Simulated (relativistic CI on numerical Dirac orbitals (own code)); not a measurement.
## Re4+: 5d valence photoemission

Computed with this model: Dirac-Coulomb-Breit CI, orbitals from a KLI potential per configuration, model QED (radiative potential, 1s self-energy scaled to tabulated hydrogen-like ionisation energies), valence Slater integrals scaled by 0.9, multiplet model of photoemission in the sudden approximation; configurations [Xe] 4f14 5d3 → [Xe] 4f14 5d2; 300 K; Lorentzian 0.3 eV and Gaussian 0.5 eV FWHM. Energies are those of the free ion, without screening or charge transfer. The energies are binding energies and can lie tens of eV above those of solids. S is read from ⟨S²⟩ = S(S + 1).

Field parameters in Wybourne normalisation: Td as Oh with Dq negative (B⁴₀ = 21Dq, B⁴₄ = √(5/14) B⁴₀). The field is a parameter set, without covalency.

Computed curve for Td, 10Dq = -3800 cm⁻¹, scaled to 100 at the maximum (points under 2 are left out and the grid is thinned):

```csv
Energy (eV),Intensity
50.8,2.2
50.9,2.6
51.1,3.5
51.2,4.2
51.3,5.2
51.4,6.6
51.6,12.2
51.7,17.8
51.8,26.8
51.9,40.0
52.1,75.8
52.2,91.6
52.3,100.0
52.4,98.6
52.6,72.4
52.7,55.8
52.8,42.1
52.9,33.2
53.1,28.1
53.2,28.4
53.3,27.9
53.4,25.8
53.6,19.6
53.7,17.8
53.8,18.0
53.9,19.8
54.1,23.5
54.2,23.5
54.3,22.1
54.4,20.0
54.6,16.4
54.7,15.1
54.8,13.8
54.9,12.1
55.1,7.9
55.2,6.0
55.3,4.5
55.4,3.5
55.6,2.5
55.7,2.2
```

The ground state has S = 1.42, and the centroid lies at 52.87 eV.
